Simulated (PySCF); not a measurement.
Compound: CH₈GaN.
SMILES: `[CH3][GaH2-][NH3+]`

Theory: EOM-IP-CCSD/aug-cc-pVDZ in PySCF, restricted Hartree–Fock reference, 11 core orbitals frozen, non-relativistic, gas phase, PBE0-D3(BJ)/def2-SVP geometry.

Hartree–Fock orbital energies give these Koopmans values (eV): HOMO 10.05, HOMO-1 10.31, HOMO-2 12.74, HOMO-3 14.01, HOMO-4 14.08, HOMO-5 16.42, HOMO-6 19.19, HOMO-7 19.20.

Question: What vertical ionisation energies does EOM-IP-CCSD give?

Answer: 
```tsv
leading hole (HF orbital)	Koopmans (eV)	EOM-IP-CCSD (eV)	change (eV)	one-hole share
HOMO	10.05	9.37	-0.68	0.95
HOMO-1	10.31	9.77	-0.54	0.94
HOMO-2	12.74	11.70	-1.04	0.94
HOMO-3	14.01	13.12	-0.89	0.95
HOMO-4	14.08	13.18	-0.90	0.95
HOMO-5	16.42	15.06	-1.36	0.91
HOMO-6	19.19	18.13	-1.06	0.95
HOMO-7	19.20	18.15	-1.05	0.95
```

Question: Does the order of the lines follow the orbital energies?

Answer: Yes, no two lines change places. The corrections run from -1.36 to -0.54 eV, with a mean of -0.94 eV over the 8 lines; no line lies above its Koopmans value.

Question: At what kinetic energies would He I light (21.22 eV) eject these electrons?

Answer: 11.85 eV (HOMO), 11.45 eV (HOMO-1), 9.52 eV (HOMO-2), 8.10 eV (HOMO-3), 8.04 eV (HOMO-4), 6.16 eV (HOMO-5), 3.09 eV (HOMO-6), 3.07 eV (HOMO-7).

Lines less than 0.15 eV apart could change places at a higher level. One root was sought for each valence orbital with −ε under 21 eV, eight at most, so deeper holes and satellites are missing; no vibrational structure.

On Intel Xeon Platinum 8488C, one thread, shared host, this took 3.1 min of wall time and 2.8 GiB of memory at its peak.
